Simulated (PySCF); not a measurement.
Choosing a molecule for a target property.

All species are isolated and taken at one optimised geometry, non-relativistic unless stated; the electronic structure was computed with PySCF and density fitting.

Dipoles, sizes and rotational constants follow the conformer. The torsions of the flexible species, by atom-mapped SMILES:
- `[SH:1][c:2]1[cH:3][n:4][o:5][cH:6]1`: H–S1–C2–C3 1°
- `[CH3:1][CH2:2][C@H:3]1[CH2:4][CH:5]=[CH:6][O:7]1`: C1–C2–C3–C4 -178°
- `[CH2:1]=[C:2]=[CH:3][C@H:4]([CH3:5])[O:6][CH3:7]`: C2–C3–C4–C5 -117°, C3–C4–O6–C7 -69°

**Question.** Wanted: HOMO energy between -8.6 eV and -8 eV (CAM-B3LYP/def2-SVPD) and static isotropic polarisability below 100 au (CAM-B3LYP/def2-SVPD), at PBE0-D3(BJ)/def2-SVP geometries. Which candidate meets both?
A. `CC[C@H]1CC=CO1`
B. `C=C[Si]([SiH3])([SiH3])C=C`
C. `C(=C[C@@H](OC)C)=C`
D. `n1occ(c1)S`

**Answer.** D. Computed values:
| species | HOMO energy | static isotropic polarisability |
| --- | --- | --- |
| C(=C[C@@H](OC)C)=C | -8.76 eV | 82.4 au |
| C=C[Si]([SiH3])([SiH3])C=C | -8.41 eV | 139.6 au |
| n1occ(c1)S | -8.15 eV | 62.6 au |
| CC[C@H]1CC=CO1 | -7.42 eV | 73.0 au |
